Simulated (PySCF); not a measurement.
# Dipole moment and polarisability of `C=C1[SiH2][C@H]1OC(F)(F)F`

Species: C4H5F3OSi.
Geometry (GFN2-xTB, Å), atoms numbered from 1 in this order:
```
atom  x, y, z in Å
C1    -1.4953    1.6172   -1.2508
C2    -1.2086    0.6795   -0.3731
Si3   -1.4018   -0.9899    0.4246
C4    -0.0129    0.3347    0.4708
O5     1.2243    0.2026   -0.2705
C6     2.0734   -0.6391    0.2485
F7     3.2056   -0.6478   -0.4487
F8     2.4096   -0.3761    1.5295
F9     1.6370   -1.9245    0.2770
H10   -2.4276    1.6249   -1.7926
H11   -0.8108    2.4273   -1.4573
H12   -1.2025   -2.1630   -0.4001
H13   -2.1405   -1.0989    1.6688
H14    0.1494    0.9526    1.3517
```

Level: CAM-B3LYP/def2-SVPD (PySCF), static field, nuclei fixed, core orbitals frozen in the response. The polarisability tensor in these axes (au):

```
x    84.17  -0.78   3.42
y    -0.78  87.30 -14.37
z     3.42 -14.37  74.42
```

Task: Diagonalise the tensor; give its mean and Δα, where Δα² is half the sum of the squared differences of the eigenvalues.

Result: Principal values 64.80, 83.99 and 97.10 au; mean 81.96 au = 12.15 Å³ = 13.51 × 10⁻⁴⁰ C²·m²/J; Δα = 28.13 au (34 % of the mean).

Task: What is the dipole moment, and where does it point?

Result: (-3.35, 0.55, 0.09) D, 3.39 D in size, pointing from the negative to the positive side. Measured along this direction, the outermost atoms are F7 at the negative end and H10 at the positive end.

Task: Directions of the eigenvectors, and the extent of the frame along each?

Result: Largest value along (-0.19, 0.82, -0.55), where the nuclei span 4.97 Å; middle along (0.97, 0.23, 0.00), 5.30 Å; least along (-0.13, 0.53, 0.84), 2.95 Å. The strongest response doesn't lie along the longest of the three spans.

Task: In TDDFT the mean static polarisability is Σ f/ω² over all singlet excitations (ω in hartree). How much of it do the 8 lowest give? Their energies (eV) and oscillator strengths: 5.03, 0.0092; 5.83, 0.0127; 6.52, 0.1777; 6.84, 0.3115; 6.95, 0.0286; 7.18, 0.0182; 7.27, 0.0413; 7.63, 0.0548.

Result: They add up to 10.55 au, 12.9 % of the 81.96 au; the largest single term is 4.93 au, from the state at 6.84 eV. Terms in order: 0.27, 0.28, 3.10, 4.93, 0.44, 0.26, 0.58, 0.70 au. Higher excitations give the rest. The strengths listed sum to 0.654.

Task: What are the principal values of the traceless quadrupole moment, Θ = ½Σq(3rr − r²1), about the centre of nuclear charge?

Result: -3.52, -0.23, 3.75 D·Å. The values depend on the origin, since the dipole doesn't vanish. The electronic extent ⟨r²⟩ about the same centre is 1455 bohr², a root-mean-square distance of 2.29 Å for the 78 electrons.

Task: Molar refractivity from α?

Result: Lorentz–Lorenz: R = (4π/3)N_A α = 2.5225 cm³/(mol·Å³) × 12.15 Å³ = 30.6 cm³/mol, in the limit of long wavelengths.

Task: What would n − 1 = 2πNα be for an ideal gas of these molecules at 298.15 K and 1 atm, electronic part alone?

Result: N = p/kT = 2.4615 × 10¹⁹ cm⁻³, so n − 1 = 2π × N × 12.15 × 10⁻²⁴ cm³ = 1878 × 10⁻⁶ at long wavelengths, for an ideal gas.

Geometry: GFN2-xTB, one conformer, isolated molecule.

The run behind these numbers computed excited states as well. On an Arm Neoverse N1 with one thread, shared host with 64 logical CPUs at a one-minute load of 60, this took 1.9 min wall and 1.1 GiB of memory at its peak.
